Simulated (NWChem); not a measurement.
System: SiH3SCl; SMILES S[SiH2]Cl

```xyz
6

Si    -0.7654     0.0240     0.0041
S      0.3897    -1.7676    -0.0553
Cl     0.3990     1.7346    -0.0221
H     -1.5971    -0.0090    -1.2257
H     -1.5941     0.0875     1.2370
H      0.8880    -1.6216     1.1926
```
Atoms are numbered in this order, from 1.

The geometry was optimised at PBE0/def2-SVP.

### Question
List the 6 lowest vertical singlet excitations from BHandHLYP/aug-cc-pVDZ, full TDDFT (NWChem).

### Answer
```tsv
state	energy (eV)	oscillator strength	leading excitation (squared amplitude)
S1	6.18	0.003	HOMO → LUMO (0.64)
S2	6.60	0.044	HOMO → LUMO+1 (0.57)
S3	7.27	0.027	HOMO → LUMO+2 (0.70)
S4	7.75	0.010	HOMO → LUMO+3 (0.34)
S5	7.84	0.032	HOMO−2 → LUMO+1 (0.38)
S6	7.89	0.022	HOMO−1 → LUMO (0.25)
```
